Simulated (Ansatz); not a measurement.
`[SiH3][O][Al]([O][SiH3])[O][SiH3]` and `[SiH3][O][In]([O][SiH3])[O][SiH3]` differ in one element.

Ansatz, PBE0-D4/def2-TZVP geometries, multiplicity 1. Each molecule was computed in one conformer, which needn't be the lowest.

Elements past krypton have def2 core potentials.

```json
{"property": "HOMO energy (ωB97M-V/def2-TZVPP) / eV", "`[SiH3][O][Al]([O][SiH3])[O][SiH3]`": "-10.93"}
{"property": "LUMO energy (PBE0/def2-TZVPP) / eV", "`[SiH3][O][Al]([O][SiH3])[O][SiH3]`": "-0.97"}
{"property": "HOMO energy (PBE0/def2-TZVPP) / eV", "`[SiH3][O][Al]([O][SiH3])[O][SiH3]`": "-8.62"}
{"property": "LUMO energy (ωB97M-V/def2-TZVPP) / eV", "`[SiH3][O][Al]([O][SiH3])[O][SiH3]`": "0.60"}
{"property": "HOMO–LUMO gap (B3LYP/def2-TZVPP) / eV", "`[SiH3][O][Al]([O][SiH3])[O][SiH3]`": "7.17"}
{"property": "HOMO energy (B3LYP/def2-TZVPP) / eV", "`[SiH3][O][Al]([O][SiH3])[O][SiH3]`": "-8.40"}
```

Problem. Give the same properties after the change, and the shifts. (Best estimate.)

Solution. Ansatz gave: 
```json
{"property": "HOMO energy (ωB97M-V/def2-TZVPP) / eV", "`[SiH3][O][In]([O][SiH3])[O][SiH3]`": "-10.85", "shift": "0.08"}
{"property": "LUMO energy (PBE0/def2-TZVPP) / eV", "`[SiH3][O][In]([O][SiH3])[O][SiH3]`": "-2.54", "shift": "-1.57"}
{"property": "HOMO energy (PBE0/def2-TZVPP) / eV", "`[SiH3][O][In]([O][SiH3])[O][SiH3]`": "-8.57", "shift": "0.05"}
{"property": "LUMO energy (ωB97M-V/def2-TZVPP) / eV", "`[SiH3][O][In]([O][SiH3])[O][SiH3]`": "-0.67", "shift": "-1.27"}
{"property": "HOMO–LUMO gap (B3LYP/def2-TZVPP) / eV", "`[SiH3][O][In]([O][SiH3])[O][SiH3]`": "5.51", "shift": "-1.66"}
{"property": "HOMO energy (B3LYP/def2-TZVPP) / eV", "`[SiH3][O][In]([O][SiH3])[O][SiH3]`": "-8.37", "shift": "0.03"}
```

With PBE0 the HOMO rises by 0.05 eV and the LUMO falls by 1.57 eV, so the gap narrows by about 1.62 eV. PBE moves the HOMO by -0.01 eV and ωB97M-V by 0.08 eV.

B3LYP here is the variant with VWN-RPA as its local correlation; programs differ in this.
